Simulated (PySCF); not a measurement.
# One molecule, a ladder of functionals, a line

Molecule: `O=C(C=C)[SiH3]`, C$_{3}$H$_{6}$OSi.

Numbering as in the mapped SMILES `[CH2:1]=[CH:2][C:3](=[O:4])[SiH3:5]`. Each H is labelled by its parent atom. Ha(C1) is cis to C3; Hb(C1) is trans to C3.

GIAO shieldings (ppm, equivalent atoms averaged) in PySCF on the PBE0-D3(BJ)/def2-SVP geometry, basis pcSseg-2, gas phase, non-relativistic:

| functional | exact exchange (%) | σ(C1) | σ(Si5) |
| --- | --- | --- | --- |
| BLYP | 0 | 30.7 | 404.4 |
| BP86 | 0 | 33.9 | 414.8 |
| PBE | 0 | 33.5 | 417.3 |
| PBE0 | 25 | 37.0 | 427.4 |
| mPW1PW91 | 25 | 36.4 | 425.3 |
| BHandHLYP | 50 | 37.8 | 426.9 |
| HF | 100 | 47.1 | 455.7 |

Task: Fit each shielding as a line in the percentage of exact exchange.

Result: σ(C1) = 32.7 + 0.14 x (rms 1.2 ppm); σ(Si5) = 412.7 + 0.41 x (rms 4.8 ppm). The functionals also differ in their semilocal parts, which the line can't hold; Hartree–Fock has no correlation at all.

Task: What does the line predict for B3LYP (20 %), and what does the run give?

Result: σ(C1): 35.5 predicted, 33.3 computed; σ(Si5): 420.9 predicted, 413.0 computed ppm.
